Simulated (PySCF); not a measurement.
Computed spectra and the visible range. Vertical TDDFT excitations of isolated species (PySCF; the level stands beside each; core orbitals frozen in the response), one conformer each, no solvent.

1. `c1(sccc1C)C(F)=O`
2. `O=C1OC[C@](F)(CCl)O1`
3. `c1cc(occ1CF)=S`
4. `FC(F)C1(F)CCC1`
5. `[SiH3]CSc1ccsn1`
6. `Clc1cpc(Cl)cp1`

Question: For which of them does the calculation put a singlet between 380 and 750 nm?

Answer: 3.

1. (B3LYP/def2-SVPD on a GFN2-xTB geometry) 259 nm (f 0.092); 252 nm (f 0.228); 244 nm (f 0.000); 201 nm (f 0.002); 195 nm (f 0.000).
2. (CAM-B3LYP/def2-SVPD on a GFN2-xTB geometry) 173 nm (f 0.000); 166 nm (f 0.003); 163 nm (f 0.005); 145 nm (f 0.004); 144 nm (f 0.017).
3. (CAM-B3LYP/def2-SVPD on a GFN2-xTB geometry) 438 nm (f 0.000); 330 nm (f 0.215); 266 nm (f 0.001); 256 nm (f 0.265); 203 nm (f 0.012). S1 lies in the visible range (380 to 750 nm), at 438 nm, dark in the vertical dipole picture (f under 0.0005); light of that wavelength is violet to blue, and its complementary colour is yellow-green to yellow; a Tamm–Dancoff triplet lies at 568 nm, without intensity as long as spin–orbit coupling is left out.
4. (PBE0/def2-SVPD on a GFN2-xTB geometry) 147 nm (f 0.008); 144 nm (f 0.019); 140 nm (f 0.008); 138 nm (f 0.028); 137 nm (f 0.026).
5. (wB97X-D/def2-SVPD on a GFN2-xTB geometry) 249 nm (f 0.188); 232 nm (f 0.000); 212 nm (f 0.000); 207 nm (f 0.002); 198 nm (f 0.000).
6. (wB97X-D/def2-SVPD on a GFN2-xTB geometry) 322 nm (f 0.053); 288 nm (f 0.086); 263 nm (f 0.025); 258 nm (f 0.000); 241 nm (f 0.405).
